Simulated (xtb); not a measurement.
CH₅Bi, SMILES [CH3][BiH2]. All values are semi-empirical tight-binding results from xtb (GFN2-xTB unless named), good for trends rather than for accurate numbers. Geometry optimised at GFN2-xTB.

For metal compounds this method's bond lengths and energies can be far off.

The point group as xtb finds it comes out as Cs, the orbital gap comes out as 7.04 eV and the zero-point energy is 30.4 kcal/mol. The G − E(el) at 298.15 K (modified RRHO) comes out as 12.7 kcal/mol.
